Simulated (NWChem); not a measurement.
Species: BP3H6; SMILES B(P)(P)P

```xyz
10

B     -0.0311     0.0001    -0.0385
P      1.8660    -0.0031    -0.0469
H      2.1548    -1.0748     0.8448
H      2.1584     1.0678     0.8448
P     -0.9729    -1.6448     0.0783
H     -0.0964    -2.4955    -0.6521
H     -1.9555    -1.4812    -0.9388
P     -0.9674     1.6480     0.0783
H     -1.9506     1.4877    -0.9388
H     -0.0882     2.4959    -0.6522
```
Atoms are numbered in this order, from 1.

Results from NWChem. Pople sets run with spherical d functions. The geometry was optimised at PBE0/def2-SVP. Level: PBE0/6-31+G*; the question gives the wavelength of the field.

Problem. Estimate the computed values for field 589 nm. Quantities: isotropic polarisability (bohr³); anisotropy (bohr³).

Solution. 
```json
{
 "isotropic polarisability (bohr³)": "101.6",
 "anisotropy (bohr³)": "46.7"
}
```
